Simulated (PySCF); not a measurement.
Input file for PySCF: R-MP2/6-31G* on ethylenediamine (SMILES NCCN), a point of a torsion scan.

```python
from pyscf import gto, scf, dft, mp
from pyscf.data.elements import chemcore

mol = gto.M(
    atom='''
    N     1.81266410    0.36114328   -0.28526948
    C     0.58651339    0.16676519    0.48670710
    C    -0.31539828    1.40267077    0.49161177
    N    -1.56308088    1.10354205    1.17244272
    H     2.63630487    0.24625321    0.29129844
    H     1.84043254    1.28848510   -0.69117491
    H     0.81433740   -0.11384463    1.52083275
    H     0.02454899   -0.66017768    0.03768928
    H    -0.55788831    1.66886288   -0.54150180
    H     0.23628988    2.25056725    0.94125597
    H    -2.17810312    1.90935650    1.15834405
    H    -1.38669152    0.86387139    2.14263599
    ''',
    basis='6-31g*',
    cart=True,
    charge=0, spin=0, verbose=3, max_memory=1800)
mf = scf.RHF(mol)
mf.conv_tol = 1e-8
mf.max_cycle = 100
mf.kernel()
if not mf.converged:
    mf = mf.newton().run(mf.mo_coeff, mf.mo_occ)
pt = mp.MP2(mf, frozen=chemcore(mol)).run()
```

The log:

```
converged SCF energy = -189.260312538879
E(RMP2) = -189.849438038396  E_corr = -0.589125499517333
E(SCS-RMP2) = -189.842788192017  E_corr = -0.582475653137491
```

Self-consistency was reached.

Cost: very roughly 1.9 core-seconds.
